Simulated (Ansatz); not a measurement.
CH3F2Ga, SMILES `F[CH](F)[GaH2]`. The species carries charge 0 and has multiplicity 1.

Z-matrix (Å, degrees):
```
C
F 1 1.368
Ga 1 2.025 2 110.8
F 1 1.375 2 107.1 3 117.1
H 1 1.096 2 106.8 3 -129.0
H 3 1.567 1 119.1 2 -136.1
H 3 1.563 1 117.3 2 45.1
```

Question: List the harmonic frequencies (cm⁻¹, unscaled) at PBE0-D4/def2-TZVP in Ansatz. (Best estimate.)

Answer: Ansatz gave: 31, 159, 225, 393, 544, 598, 646, 738, 1037, 1106, 1313, 1362, 1982, 2002, 3052.

Question: Is this a minimum?

Answer: Yes, all 15 modes are real.

Question: Give the ideal-gas thermochemistry at 298.15 K and 1 bar (rigid rotor, harmonic oscillator; point group C1, symmetry number 1).

Answer: Zero-point energy 90.8 kJ/mol; H(298) − E = 108.7 kJ/mol; entropy 333.1 J/(mol·K), of which translation 168.8, rotation 109.6, vibration 54.6; G(298) − E = 9.4 kJ/mol. Modes under 100 cm⁻¹ are hindered rotations or soft bends, so the harmonic entropy is rough.

Question: And at 400, 500, 600, 800 and 1000 K?

Answer: 
| T (K) | H − E (kJ/mol) | S (J/mol/K) | G − E (kJ/mol) |
| --- | --- | --- | --- |
| 400 | 117.8 | 359.4 | -25.9 |
| 500 | 127.9 | 381.9 | -63.0 |
| 600 | 138.9 | 402.0 | -102.2 |
| 800 | 163.0 | 436.5 | -186.2 |
| 1000 | 189.1 | 465.6 | -276.5 |
